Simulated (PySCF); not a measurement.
**Radial density of Tl³⁺ (thallium, charge +3)**

M06-L, [Xe] 4f14 5d10, closed-shell 1S. All numbers are calculated (PySCF 2.14, the spin-free X2C one-electron Hamiltonian (Gaussian nucleus), in aug-cc-pVQZ-DK3 (10s9p7d4f2g, 118 functions)).

| r (bohr) | 4πr²ρ (e/bohr) |
| --- | --- |
| 0.0183 | 100.2 |
| 0.0308 | 118.0 |
| 0.0518 | 152.8 |
| 0.0870 | 118.6 |
| 0.146 | 142.2 |
| 0.246 | 79.58 |
| 0.414 | 88.72 |
| 0.697 | 29.33 |
| 1.17 | 17.14 |
| 1.97 | 2.985 |
| 3.32 | 0.07745 |
| 5.58 | 0.0002052 |

Densities and radii are taken from the X2C orbitals without a picture-change correction, which distorts them close to the nucleus.

Spin-orbit coupling, which splits the p, d and f shells strongly at this Z, is absent.
